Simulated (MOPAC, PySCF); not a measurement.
H3B2N, SMILES `BB=N`, neutral singlet in the gas phase. 

Cartesian coordinates (Å):
```xyz
6

B     -1.2005     0.0063    -0.0181
B      0.4543    -0.0028     0.0082
N      1.6888    -0.0095     0.0262
H     -1.8196    -1.0013     0.0999
H     -1.8042     1.0207    -0.1562
H      2.6811    -0.0134     0.0400
```
Charge 0, spin multiplicity 1.

All levels are single points at this geometry (CAM-B3LYP-D3(BJ)/def2-TZVP); Pople sets use spherical d functions. Orbital energies aren't observables, and empty levels follow the basis.

B3LYP/6-311+G** in PySCF gives dipole (D) = 0.20.

Task: Estimate the dipole (D) from each of these levels: CAM-B3LYP-D3(BJ)/def2-TZVP in PySCF; PBE-D3(BJ)/def2-TZVP in PySCF; TPSSh-D3(BJ)/def2-TZVP in PySCF; B3LYP/3-21G in PySCF; PBE/6-31G* in PySCF; HF/3-21G in PySCF; AM1 in MOPAC; PM3 in MOPAC.

Result: 
| level | dipole (D) |
|---|---|
| CAM-B3LYP-D3(BJ)/def2-TZVP in PySCF | 0.10 |
| PBE-D3(BJ)/def2-TZVP in PySCF | 0.50 |
| TPSSh-D3(BJ)/def2-TZVP in PySCF | 0.33 |
| B3LYP/3-21G in PySCF | 0.83 |
| PBE/6-31G* in PySCF | 0.80 |
| HF/3-21G in PySCF | 0.17 |
| AM1 in MOPAC | 0.55 |
| PM3 in MOPAC | 2.54 |
